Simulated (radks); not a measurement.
Values are calculated unless marked as measured or tabulated.
The nuclear charge of the neon ion Ne2+ is varied continuously with 8 electrons held in [He] 2s2 2p4. Code: a radial shooting solver on a logarithmic mesh with Libxc functionals. Model: scalar-relativistic Kohn-Sham, PBE, spin-polarised, spherical densities, finite nucleus; open shells are filled with parallel spins first; Fermi nuclear charge, rms radius 3.0055 fm. By the Hellmann-Feynman theorem dE/dZ = E(electron-nucleus)/Z, the electronic potential at the nucleus (averaged over a nucleus of fixed radius). The scalar-relativistic energy here is not variational (the density holds large components alone), so the two differ by a part that grows with Z.

| Z | E (hartree) | E(electron-nucleus)/Z (hartree) | HOMO | e(HOMO) (eV) | <r> HOMO (bohr) |
|---|---|---|---|---|---|
| 9 | -99.10390 | -25.8135 | 2p | -25.965 | 1.011 |
| 9.1 | -101.70310 | -26.1668 | 2p | -28.247 | 0.9881 |
| 9.2 | -104.33764 | -26.5201 | 2p | -30.601 | 0.9667 |
| 9.3 | -107.00752 | -26.8733 | 2p | -33.027 | 0.9464 |
| 9.4 | -109.71272 | -27.2265 | 2p | -35.524 | 0.9270 |
| 9.5 | -112.45325 | -27.5797 | 2p | -38.092 | 0.9085 |
| 9.6 | -115.22911 | -27.9328 | 2p | -40.730 | 0.8908 |
| 9.7 | -118.04028 | -28.2859 | 2p | -43.440 | 0.8738 |
| 9.8 | -120.88677 | -28.6390 | 2p | -46.220 | 0.8575 |
| 9.9 | -123.76858 | -28.9920 | 2p | -49.071 | 0.8419 |
| 10 | -126.68570 | -29.3451 | 2p | -51.991 | 0.8269 |
| 10.1 | -129.63815 | -29.6981 | 2p | -54.982 | 0.8125 |
| 10.2 | -132.62590 | -30.0512 | 2p | -58.043 | 0.7985 |
| 10.3 | -135.64897 | -30.4043 | 2p | -61.174 | 0.7851 |
| 10.4 | -138.70736 | -30.7573 | 2p | -64.375 | 0.7722 |
| 10.5 | -141.80107 | -31.1104 | 2p | -67.646 | 0.7597 |

The central difference of E at Z = 10 is -29.348 hartree, to compare with the third column; the second derivative is -3.53 hartree.
